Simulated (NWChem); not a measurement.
System: BaH₄O₂F₂; SMILES [OH2]->[Ba](<-[OH2])([F])[F]

Input file for NWChem:

```
start job
memory heap 200 mb stack 900 mb global 1100 mb
geometry units angstroms noautoz
  Ba    -0.884638    -0.004568     0.000000
  F      0.737547     1.690829     0.000000
  F      0.753553    -1.684483     0.000000
  O      0.901647     0.004076    -2.047508
  H      1.244139     0.774078    -1.547025
  H      1.251615    -0.762745    -1.546995
  O      0.901647     0.004076     2.047508
  H      1.251615    -0.762745     1.546995
  H      1.244139     0.774078     1.547025
end
basis spherical
  * library def2-tzvpp
end
ecp
  Ba library def2-ecp
end
dft
  xc hfexch
  iterations 150
  semidirect filesize 400000000
  mulliken
end
task dft energy
```

NWChem printed, in part:

```
             Northwest Computational Chemistry Package (NWChem) 7.3.0
             --------------------------------------------------------

 C2V symmetry detected

                             Geometry "geometry" -> ""
                             -------------------------

 Output coordinates in angstroms (scale by  1.889725989 to convert to a.u.)

  No.       Tag          Charge          X              Y              Z
 ---- ---------------- ---------- -------------- -------------- --------------
    1 Ba                  56.0000     0.00000000     0.00000000    -0.70696560
    2 F                    9.0000     1.68767493     0.00000000     0.92324074
    3 F                    9.0000    -1.68767493    -0.00000000     0.92324074
    4 O                    8.0000     0.00000000    -2.04750800     1.07934030
    5 H                    1.0000     0.76842059    -1.54701000     1.42557393
    6 H                    1.0000    -0.76842059    -1.54701000     1.42557393
    7 O                    8.0000     0.00000000     2.04750800     1.07934030
    8 H                    1.0000    -0.76842059     1.54701000     1.42557393
    9 H                    1.0000     0.76842059     1.54701000     1.42557393

 Effective nuclear repulsion energy (a.u.)     563.1857275585

      Symmetry information
      --------------------

 Group name             C2v
 Group number             16
 Group order               4
 No. of unique centers     4

 Summary of "ao basis" -> "ao basis" (spherical)
 ------------------------------------------------------------------------------
       Tag                 Description            Shells   Functions and Types
 ---------------- ------------------------------  ------  ---------------------
 Ba                        def2-tzvpp               14       40   6s4p3d1f
 F                         def2-tzvpp               11       31   5s3p2d1f
 O                         def2-tzvpp               11       31   5s3p2d1f
 H                         def2-tzvpp                6       14   3s2p1d

      Symmetry analysis of basis
      --------------------------

        a1         74
        a2         38
        b1         54
        b2         54

            General Information
            -------------------
          SCF calculation type: DFT
          Wavefunction type:  closed shell.
          No. of atoms     :     9
          No. of electrons :    48
           Alpha electrons :    24
            Beta electrons :    24
          Charge           :     0
          Spin multiplicity:     1
          Use of symmetry is: on ; symmetry adaption is: on
          Maximum number of iterations: 150
          AO basis - number of functions:   220
                     number of shells:    82
          Convergence on energy requested:  1.00D-06
          Convergence on density requested:  1.00D-05
          Convergence on gradient requested:  5.00D-04

              XC Information
              --------------
                     Hartree-Fock (Exact) Exchange  1.000

      Superposition of Atomic Density Guess
      -------------------------------------

 Sum of atomic energies:        -377.85646742

      Non-variational initial energy
      ------------------------------

 Total energy =    -375.883890
 1-e energy   =    -919.836917
 2-e energy   =     346.316448
 HOMO         =      -0.512675
 LUMO         =      -0.113437

      Symmetry analysis of molecular orbitals - initial
      -------------------------------------------------

  Numbering of irreducible representations:

     1 a1          2 a2          3 b1          4 b2

  Orbital symmetries:

     1 a1          2 b1          3 a1          4 b2          5 a1
     6 b1          7 b2          8 a1          9 a1         10 a1
    11 b1         12 b2         13 a2         14 b1         15 b2
    16 a1         17 b1         18 a2         19 a1         20 b1
    21 a1         22 b2         23 a1         24 b2         25 a1
    26 a1         27 b2         28 b1         29 a2         30 b2
    31 a1         32 b1         33 a1         34 a1

------------------------------------------------------------
EAF file 0: "./job.aoints.0" size=260571136 bytes
------------------------------------------------------------
               write      read    awrite     aread      wait
               -----      ----    ------     -----      ----
     calls:      497         0         0         0         0
   data(b): 2.61e+08  0.00e+00  0.00e+00  0.00e+00
   time(s): 0.00e+00  0.00e+00  0.00e+00  0.00e+00  0.00e+00
rate(mb/s): 0.00e+00  0.00e+00
------------------------------------------------------------

     ---------------------------------------------
      Total Density - Mulliken Population Analysis
     ---------------------------------------------

    Atom       Charge   Shell Charges
 -----------   ------   -------------------------------------------------------
    1 Ba  10     8.25   0.04 -0.37  1.66  0.68  0.05  0.01  3.45  2.51  0.07 -0.01  0.10  0.02  0.01  0.01
    2 F    9     9.88   0.77  1.20  0.63  1.01  0.37  2.45  2.40  1.05  0.00  0.00  0.00
    3 F    9     9.88   0.77  1.20  0.63  1.01  0.37  2.45  2.40  1.05  0.00  0.00  0.00
    4 O    8     8.74   0.79  1.18  0.60  0.91  0.32  2.00  2.06  0.87  0.00  0.01 -0.00
    5 H    1     0.63   0.19  0.31  0.05  0.02  0.04  0.01
    6 H    1     0.63   0.19  0.31  0.05  0.02  0.04  0.01
    7 O    8     8.74   0.79  1.18  0.60  0.91  0.32  2.00  2.06  0.87  0.00  0.01 -0.00
    8 H    1     0.63   0.19  0.31  0.05  0.02  0.04  0.01
    9 H    1     0.63   0.19  0.31  0.05  0.02  0.04  0.01

   convergence    iter        energy       DeltaE   RMS-Dens  Diis-err
 ---------------- ----- ----------------- --------- --------- ---------
 d= 0,ls=0.0,diis     1   -376.2122182136 -5.74D+02  3.91D-03  1.80D+00
 d= 0,ls=0.0,diis     2   -376.3184055991 -1.06D-01  1.42D-03  9.48D-01
 d= 0,ls=0.0,diis     3   -376.3831685084 -6.48D-02  3.06D-04  4.30D-03
 d= 0,ls=0.0,diis     4   -376.3837798422 -6.11D-04  8.60D-05  8.55D-04
 d= 0,ls=0.0,diis     5   -376.3838766444 -9.68D-05  2.51D-05  7.78D-05
  Resetting Diis
 d= 0,ls=0.0,diis     6   -376.3838875211 -1.09D-05  1.06D-05  3.36D-06
 d= 0,ls=0.0,diis     7   -376.3838885215 -1.00D-06  1.83D-06  2.33D-07
 d= 0,ls=0.0,diis     8   -376.3838885740 -5.25D-08  8.63D-07  3.90D-08

         Total DFT energy =     -376.383888574034
      One electron energy =     -928.573552458463
           Coulomb energy =      396.185746937919
    Exchange-Corr. energy =      -41.632662528814
 Nuclear repulsion energy =      197.636579475323

 Numeric. integr. density =        0.000000000000

                  Occupations of the irreducible representations
                  ----------------------------------------------

                     irrep           alpha         beta
                     --------     --------     --------
                     a1               10.0         10.0
                     a2                2.0          2.0
                     b1                6.0          6.0
                     b2                6.0          6.0

                       DFT Final Molecular Orbital Analysis
                       ------------------------------------

 Vector   22  Occ=2.000000D+00  E=-5.071147D-01  Symmetry=a1
              MO Center= -1.3D-12, -9.7D-15,  8.2D-01, r^2= 3.9D+00
   Bfn.  Coefficient  Atom+Function         Bfn.  Coefficient  Atom+Function
  ----- ------------  ---------------      ----- ------------  ---------------
     3      0.244046  1 Ba s                 46      0.227083  2 F  px
    77     -0.227083  3 F  px                49      0.198241  2 F  px
    80     -0.198241  3 F  px                 9      0.188858  1 Ba pz
     2     -0.181972  1 Ba s                 12      0.182801  1 Ba pz
    48      0.158473  2 F  pz                52      0.158979  2 F  px

 Vector   23  Occ=2.000000D+00  E=-4.945531D-01  Symmetry=a1
              MO Center=  7.7D-14,  2.0D-15,  1.0D+00, r^2= 4.4D+00
   Bfn.  Coefficient  Atom+Function         Bfn.  Coefficient  Atom+Function
  ----- ------------  ---------------      ----- ------------  ---------------
   109      0.212479  4 O  py               168     -0.212479  7 O  py
    46      0.206120  2 F  px                77     -0.206120  3 F  px
   112      0.201121  4 O  py               171     -0.201121  7 O  py
    49      0.179323  2 F  px                80     -0.179323  3 F  px
   115      0.160336  4 O  py               174     -0.160336  7 O  py

 Vector   24  Occ=2.000000D+00  E=-4.874458D-01  Symmetry=b2
              MO Center=  4.6D-14, -1.5D-13,  1.0D+00, r^2= 4.4D+00
   Bfn.  Coefficient  Atom+Function         Bfn.  Coefficient  Atom+Function
  ----- ------------  ---------------      ----- ------------  ---------------
   109      0.208497  4 O  py               168      0.208497  7 O  py
    47      0.201471  2 F  py                78      0.201471  3 F  py
   112      0.200563  4 O  py               171      0.200563  7 O  py
    50      0.176034  2 F  py                81      0.176034  3 F  py
   110     -0.166358  4 O  pz               169      0.166358  7 O  pz

 Vector   25  Occ=0.000000D+00  E=-1.022860D-02  Symmetry=a1
              MO Center= -9.2D-13,  1.4D-13, -3.3D+00, r^2= 9.9D+00
   Bfn.  Coefficient  Atom+Function         Bfn.  Coefficient  Atom+Function
  ----- ------------  ---------------      ----- ------------  ---------------
     6      1.110973  1 Ba s                 18     -0.540772  1 Ba pz
     5     -0.269390  1 Ba s                 31      0.231393  1 Ba d  0
     3     -0.135593  1 Ba s                  2      0.107329  1 Ba s
    12      0.102044  1 Ba pz                 4     -0.095553  1 Ba s
     9      0.080031  1 Ba pz               136     -0.078831  5 H  s

 Vector   26  Occ=0.000000D+00  E= 2.340805D-02  Symmetry=b2
              MO Center=  1.3D-13, -4.4D-14, -2.1D+00, r^2= 2.1D+01
   Bfn.  Coefficient  Atom+Function         Bfn.  Coefficient  Atom+Function
  ----- ------------  ---------------      ----- ------------  ---------------
    17      1.120772  1 Ba py                30     -0.536228  1 Ba d -1
    14     -0.413331  1 Ba py               136     -0.115961  5 H  s
   150     -0.115961  6 H  s                195      0.115961  8 H  s
   209      0.115961  9 H  s                 25     -0.075835  1 Ba d -1
    11     -0.059173  1 Ba py                20     -0.056006  1 Ba d -1

 Vector   27  Occ=0.000000D+00  E= 2.562306D-02  Symmetry=b1
              MO Center=  6.0D-12,  2.0D-13, -2.0D+00, r^2= 2.2D+01
   Bfn.  Coefficient  Atom+Function         Bfn.  Coefficient  Atom+Function
  ----- ------------  ---------------      ----- ------------  ---------------
    16      1.148854  1 Ba px                32      0.487566  1 Ba d  1
    13     -0.385496  1 Ba px               136      0.124352  5 H  s
   150     -0.124352  6 H  s                195     -0.124352  8 H  s
   209      0.124352  9 H  s                 45      0.065826  2 F  s
    76     -0.065826  3 F  s                 10     -0.056270  1 Ba px

------------------------------------------------------------
EAF file 0: "./job.aoints.0" size=388497408 bytes
------------------------------------------------------------
               write      read    awrite     aread      wait
               -----      ----    ------     -----      ----
     calls:      741         7         0      5180      5180
   data(b): 3.88e+08  3.67e+06  0.00e+00  2.72e+09
   time(s): 0.00e+00  0.00e+00  0.00e+00  0.00e+00  0.00e+00
rate(mb/s): 0.00e+00  0.00e+00
------------------------------------------------------------

     ---------------------------------------------
      Total Density - Mulliken Population Analysis
     ---------------------------------------------

    Atom       Charge   Shell Charges
 -----------   ------   -------------------------------------------------------
    1 Ba  10     8.35   0.04 -0.36  1.63  0.70  0.04 -0.00  3.43  2.51  0.08 -0.01  0.18  0.08  0.03  0.01
    2 F    9     9.82   0.77  1.20  0.59  0.96  0.46  2.24  2.26  1.34  0.00  0.00  0.00
    3 F    9     9.82   0.77  1.20  0.59  0.96  0.46  2.24  2.26  1.34  0.00  0.00  0.00
    4 O    8     8.62   0.79  1.18  0.56  0.92  0.39  1.87  1.95  0.93  0.00  0.01  0.00
    5 H    1     0.69   0.23  0.35  0.03  0.02  0.05  0.01
    6 H    1     0.69   0.23  0.35  0.03  0.02  0.05  0.01
    7 O    8     8.62   0.79  1.18  0.56  0.92  0.39  1.87  1.95  0.93  0.00  0.01  0.00
    8 H    1     0.69   0.23  0.35  0.03  0.02  0.05  0.01
    9 H    1     0.69   0.23  0.35  0.03  0.02  0.05  0.01

     -------------------------------------------
      Total Density - Lowdin Population Analysis
     -------------------------------------------

    Atom       Charge   Shell Charges
 -----------   ------   -------------------------------------------------------
    1 Ba  10     8.70   0.00  0.04  0.89  0.88  0.18  0.04  3.25  2.50  0.20  0.04  0.18  0.35  0.13  0.01
    2 F    9     9.63   0.86  1.10  0.62  0.82  0.48  2.13  2.36  1.26  0.00  0.00  0.00
    3 F    9     9.63   0.86  1.10  0.62  0.82  0.48  2.13  2.36  1.26  0.00  0.00  0.00
    4 O    8     7.78   0.87  1.08  0.47  0.51  0.29  1.68  1.87  0.97  0.00  0.03  0.00
    5 H    1     1.12   0.23  0.31  0.11  0.05  0.32  0.10
    6 H    1     1.12   0.23  0.31  0.11  0.05  0.32  0.10
    7 O    8     7.78   0.87  1.08  0.47  0.51  0.29  1.68  1.87  0.97  0.00  0.03  0.00
    8 H    1     1.12   0.23  0.31  0.11  0.05  0.32  0.10
    9 H    1     1.12   0.23  0.31  0.11  0.05  0.32  0.10

     Multipole analysis of the density
     ---------------------------------

     L   x y z        total         alpha         beta         nuclear
     -   - - -        -----         -----         ----         -------
     0   0 0 0      0.000000    -24.000000    -24.000000     48.000000

     1   1 0 0      0.000000      0.000000      0.000000      0.000000
     1   0 1 0      0.000000      0.000000      0.000000      0.000000
     1   0 0 1     -3.373344    -32.414011    -32.414011     61.454679

     2   2 0 0    -43.428921   -117.473124   -117.473124    191.517326
     2   1 1 0     -0.000000     -0.000000     -0.000000      0.000000
     2   1 0 1     -0.000000     -0.000000     -0.000000      0.000000
     2   0 2 0    -42.129729   -157.925161   -157.925161    273.720594
     2   0 1 1     -0.000000     -0.000000     -0.000000      0.000000
     2   0 0 2    -29.066020    -98.648319    -98.648319    168.230617
```

Level: Hartree-Fock/def2-TZVPP with def2 effective core potentials on Ba. Coordinates come from a PBE0/def2-SVP optimisation. Not confirmed as a minimum by frequencies. def2 effective core potentials on Ba; no spin-orbit coupling.
